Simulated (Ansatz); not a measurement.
A structure relaxed at PBE0-D4/def2-TZVP, charge 0, multiplicity 1:

```xyz
10

F     1.236    2.253    0.683
Si    1.100    0.772    0.082
C    -0.269    0.506   -1.154
C    -0.988   -0.502   -0.615
Si   -0.266   -0.815    1.098
H     2.456    0.420   -0.413
H    -0.483    0.937   -2.131
H    -1.815   -0.982   -1.136
H    -1.157   -0.383    2.208
H     0.185   -2.206    1.378
```

**Question.** Give its formula and SMILES.

**Answer.** C2H5FSi2, `F[SiH]1C=C[SiH2]1`.

**Question.** Summarise the bond lengths by kind.

**Answer.** 1 × F–Si 1.604 Å; 2 × C–Si 1.863 to 1.885 Å; 1 × Si–Si 2.327 Å; 3 × H–Si 1.486 to 1.489 Å; 1 × C–C 1.351 Å; 2 × C–H 1.089 Å.

Results of the Gaussian-basis code of Ansatz.
